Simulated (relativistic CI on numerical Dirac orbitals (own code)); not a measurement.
# Cd³⁺: calculation against measurement

Calculated at this level of theory: Dirac-Coulomb-Breit CI, separate exchange-only KLI orbitals for each configuration, QED by a radiative potential, valence Slater integrals scaled by 0.85, P86 correlation energy added to each configuration (own radial code, finite nucleus).

Configurations in the expansion (outside the closed core [Ar] 3d10 4s2): 4p⁶4d⁹, 4p⁶4d⁸5s, 4p⁶4d⁸4f, 4p⁶4d⁸5p, 4p⁶4d⁸5d, 4p⁶4d⁸6s, 4p⁶4d⁸6p, 4p⁵4d¹⁰, 4p⁶4d⁷5s5p, 4p⁶4d⁸6d, 4p⁶4d⁸7s, 4p⁶4d⁸7p, 4p⁶4d⁸5f, 4p⁶4d⁸5g, 4p⁶4d⁸7d, 4p⁶4d⁷4f5s, 4p⁶4d⁷5s², 4p⁶4d⁶4f5s², 4p⁶4d⁶5s²5p, 4p⁶4d⁶5s²5d, 4p⁶4d⁶5s²6s, 4p⁶4d⁶5s²6p. Double excitations out of closed p, d and f shells are left out; levels of such configurations are missing from the list, as are those of other unlisted configurations, and high levels can miss mixing partners.

```tsv
Configuration	Term (tabulated)	J	Measured (cm⁻¹)	Computed	Error	Purity (%)
4p⁶4d⁹	2D	5/2	0.0	0	0	100
4p⁶4d⁹	2D	3/2	5812.0	5570	-242	100
4p⁶4d⁸5s	4F	9/2	108704.0	113055	4351	99
4p⁶4d⁸5s	4F	7/2	111734.0	116060	4326	89
4p⁶4d⁸5s	4F	5/2	114758.0	118958	4200	95
4p⁶4d⁸5s	4F	3/2	116125.0	120364	4239	89
4p⁶4d⁸5s	2F	7/2	118333.0	122998	4665	88
4p⁶4d⁸5s	2G	9/2	133860.0	138528	4668	99
4p⁶4d⁸5s	2G	7/2	134010.0	138672	4662	98
4p⁶4d⁸5p	4D°	5/2	177252.0	179208	1956	84
4p⁶4d⁸5p	4G°	11/2	179173.0	180670	1497	98
4p⁶4d⁸5p	4G°	7/2	179375.0	181170	1795	66
4p⁶4d⁸5p	4G°	5/2	180812.0	182764	1952	67
4p⁶4d⁸5p	4D°	3/2	180868.0	182733	1865	84
4p⁶4d⁸5p	4F°	9/2	181672.0	183226	1554	72
4p⁶4d⁸5p	4D°	1/2	182864.0	184516	1652	91
4p⁶4d⁸5p	4P°	1/2	189404.0	191216	1812	84
4p⁶4d⁸5p	2P°	1/2	194212.0	196594	2382	75
4p⁶4d⁸5p	2F°	7/2	194367.0	196428	2061	55
4p⁶4d⁸5p	2D°	5/2	196255.0	198856	2601	66
4p⁶4d⁸5p	4D°	1/2	196370.0	199124	2754	89
4p⁶4d⁸5p	2H°	9/2	196560.0	198656	2096	94
4p⁶4d⁸5p	2D°	3/2	200743.0	204704	3961	66
4p⁶4d⁸5p	2H°	11/2	201293.0	202921	1628	98
4p⁶4d⁸5p	2P°	3/2	201967.0	203528	1561	61
4p⁶4d⁸5p	2S°	1/2	202655.0	205809	3154	72
4p⁶4d⁸5p	2F°	5/2	204196.0	206027	1831	82
4p⁶4d⁸5p	4S°	3/2	204294.0	207002	2708	90
4p⁶4d⁸5p	2P°	1/2	206402.0	208782	2380	76
```

Measured levels from Moore, Atomic Energy Levels, vol. III, NSRDS-NBS 35 (1971 reprint of NBS Circular 467, 1958); pairs were made by configuration, J and term (by order where the table uses no LS term), so strongly mixed levels may be paired wrongly. The analysis dates from before 1960.

Mean error by configuration (cm⁻¹): 4p⁶4d⁹ -242; 4p⁶4d⁸5s 4445; 4p⁶4d⁸5p 2160. Over the excited levels the mean absolute error is 2663 cm⁻¹ (28 of the 42 excited levels that our extract of the source holds in range could be paired, and the others can miss by more), and the median relative error of those above 1,000 cm⁻¹ is 1.2 %.
